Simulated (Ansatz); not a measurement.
Reaction (formal exchange of groups at the Sn–C bond): `[SiH3][CH2][SnH2][Cl]` + `O=C=NCF` → `O=C=[N][SnH2][Cl]` + `FCC[SiH3]`

Gas-phase electronic energies from Ansatz, PBE0-D4/def2-TZVP geometries. CCSD(T)/CBS is the MP2 limit (def2-TZVPP, def2-QZVPP) plus CCSD(T) − MP2 in def2-TZVPP, frozen cores. DFT in def2-TZVPP. B3LYP here is the variant with VWN-RPA as its local correlation; programs differ in this. def2 core potentials past Kr. For Sn outer-core shells are correlated without core-valence functions, which leaves a few kJ/mol of doubt a bond. One conformer a species, not always the lowest.

`[SiH3][CH2][SnH2][Cl]`:

Cartesian coordinates in Å:
```
Si -1.198 -1.091 -0.439
C -0.473 0.180 0.727
Sn 1.310 1.113 0.018
Cl 2.873 -0.608 -0.236
H -0.247 -2.213 -0.643
H -2.474 -1.633 0.103
H -1.479 -0.455 -1.754
H -1.200 0.977 0.909
H -0.231 -0.275 1.691
H 1.127 1.813 -1.525
H 1.993 2.191 1.149
```

`O=C=NCF`:

Cartesian coordinates in Å:
```
O 0.185 0.976 2.452
C -0.033 0.756 1.333
N -0.322 0.632 0.172
C -0.050 -0.343 -0.816
F 0.708 -1.374 -0.320
H 0.503 0.116 -1.639
H -0.991 -0.762 -1.182
```

`O=C=[N][SnH2][Cl]`:

```xyz
7

O    -0.797   -2.891    0.065
C    -0.761   -1.744    0.266
N    -0.785   -0.568    0.521
Sn    0.254    1.073    0.013
Cl    1.887    0.386   -1.484
H    -0.814    2.108   -0.797
H     1.016    1.636    1.416
```

`FCC[SiH3]`:

```xyz
11

F    -1.514   -1.152   -0.675
C    -0.841   -1.010    0.531
C     0.519   -0.398    0.301
Si    0.479    1.226   -0.657
H    -1.459   -0.375    1.175
H    -0.773   -2.006    0.979
H     0.983   -0.206    1.275
H     1.169   -1.106   -0.222
H     0.126    1.021   -2.083
H    -0.513    2.146   -0.036
H     1.823    1.860   -0.588
```

| level | ΔE (kJ/mol) | difference from CCSD(T)/CBS |
| --- | --- | --- |
| PBE-D4 | -54.7 | 11.7 |
| PBE0-D4 | -59.3 | 7.1 |
| B3LYP-D4 | -63.4 | 3.0 |
| ωB97X-V | -67.1 | -0.7 |
| r2SCAN | -63.7 | 2.7 |
| PBE0 | -60.8 | 5.6 |
| B3LYP | -65.9 | 0.5 |
| CCSD/def2-TZVPP | -68.3 | -1.9 |
| HF/def2-QZVPP | -84.3 | -17.9 |
| SCS-MP2/def2-QZVPP | -68.9 | -2.5 |
| CCSD(T)/CBS | -66.4 | 0 |

Largest T1 diagnostic among the species: 0.015.

In def2-TZVPP, CCSD(T) changes the Hartree–Fock value by +17.5 kJ/mol (the triples alone add +2.4 kJ/mol) and MP2 by +19.0 kJ/mol. From PBE to PBE0 (25 % exact exchange), in def2-TZVPP and without D4, ΔE moves by −4.5 kJ/mol.
